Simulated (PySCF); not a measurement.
SMILES C[Te] (CH3Te), doublet (PBE0/def2-SVP optimised geometry):

```
5

C     -0.219    -0.756     0.000
Te    -0.880     1.293     0.000
H     -0.601    -1.293     0.876
H     -0.567    -1.231    -0.927
H      0.880    -0.756     0.000
```

Level of theory: unrestricted PBE0/def2-TZVP, def2 effective core potentials past Kr (PySCF 2.14.0).

Task: What are the frontier orbital energies (α orbitals alone; a β orbital can be the lowest empty one) and the dipole moment?

Result: HOMO-2 -9.16 eV, HOMO-1 -7.21 eV, HOMO -6.20 eV, LUMO -0.39 eV, LUMO+1 1.91 eV; dipole moment 1.25 D.

On the same geometry unrestricted PBE/def2-TZVP, def2 effective core potentials past Kr (PySCF) gives HOMO-2 -8.04 eV, HOMO-1 -6.05 eV, HOMO -5.13 eV, LUMO -1.24 eV, LUMO+1 1.07 eV; dipole moment 1.24 D.
